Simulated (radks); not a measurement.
Results of a calculation; reference values are marked as such.
Q: All-electron atom: P in [Ne] 3s2 3p3. Level of theory: Dirac Kohn-Sham, PBE, spin-unpolarised, spherical densities, finite nucleus; open shells are shared between the two j in proportion to 2j + 1; Fermi nuclear charge, rms radius 3.1889 fm (a radial shooting solver on a logarithmic mesh with Libxc functionals). Some entries of the table are withheld. Estimate them.

orbital,occ.,eigenvalue (eV),<1/r> (bohr^-1)
1s1/2,2,-2083.992,14.65
2s1/2,2,(1),2.824
2p1/2,2,(2),2.721
2p3/2,4,(3),2.705
3s1/2,2,-13.9687,(4)
3p1/2,1,(5),(6)
3p3/2,2,(7),(8)

A: 
(1) 2s1/2 eigenvalue (eV): -173.9733
(2) 2p1/2 eigenvalue (eV): -125.0861
(3) 2p3/2 eigenvalue (eV): -124.1691
(4) 3s1/2 <1/r> (bohr^-1): 0.7220
(5) 3p1/2 eigenvalue (eV): -5.5422
(6) 3p1/2 <1/r> (bohr^-1): 0.5754
(7) 3p3/2 eigenvalue (eV): -5.4887
(8) 3p3/2 <1/r> (bohr^-1): 0.5728
